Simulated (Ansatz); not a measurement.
`C[SiH]([AlH2])N[SiH3]`. The species carries charge 0 and has multiplicity 1.

```xyz
15

C    -0.608    1.357   -1.903
Si   -0.063    1.008   -0.142
Al   -1.578   -0.315    1.290
N     1.290   -0.123   -0.158
Si    1.296   -1.478    0.870
H    -0.970    0.449   -2.392
H    -1.416    2.093   -1.911
H     0.216    1.763   -2.498
H     0.399    2.316    0.421
H    -2.664   -1.259    0.606
H    -1.608   -0.112    2.869
H     2.121    0.088   -0.694
H     2.001   -1.333    2.170
H     1.746   -2.733    0.216
H    -0.161   -1.722    1.258
```

Give the diagnostics of a CCSD(T)/def2-TZVPP run (frozen core, Ansatz). (An estimate is asked.)

Computed: T1 = 0.0114, largest single amplitude 0.011, largest double 0.020, (T) share of the correlation energy 3.6 %, 9 CCSD cycles. The RHF solution is stable towards an unrestricted one. T1 lies under the customary mark of 0.02 for closed shells.
